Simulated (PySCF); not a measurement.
Delta-SCF ions had no search for a lower state. Excitations are Tamm–Dancoff values on a coarser integration grid. The basis has no diffuse functions, so Rydberg states are missing or too high.

**H3AlBr2Si, SMILES `[SiH3][Al]([Br])[Br]` (charge 0, multiplicity 1)**

These are M06-2X/def2-TZVP // B3LYP-D3(BJ)/def2-TZVP (PySCF) values and carry that method's errors.

```json
{
  "HOMO": "-9.10 eV",
  "dipole_moment": "1.57 D",
  "HOMO–LUMO gap": "7.75 eV",
  "LUMO": "-1.35 eV",
  "S1 excitation (TDA)": "4.97 eV",
  "S1 oscillator strength": "0.017",
  "brightest of the four lowest singlets (TDA)": "6.35 eV",
  "T1 excitation (TDA)": "4.27 eV",
  "S1–T1 gap (TDA)": "0.70 eV",
  "vertical ionisation energy (Delta-SCF)": "10.08 eV",
  "total_energy": "-154621.07 eV",
  "cost": "about 11 core-minutes (a rough figure)"
}
```

```xyz
7

Si    -1.1605    -0.0456    -0.0381
Al     1.2728     0.0563     0.0171
Br     2.5187    -1.8299     0.0964
Br     2.3751     2.0311     0.0305
H     -1.6114    -1.2241    -0.8164
H     -1.7248     1.1857    -0.6397
H     -1.6699    -0.1735     1.3503
```
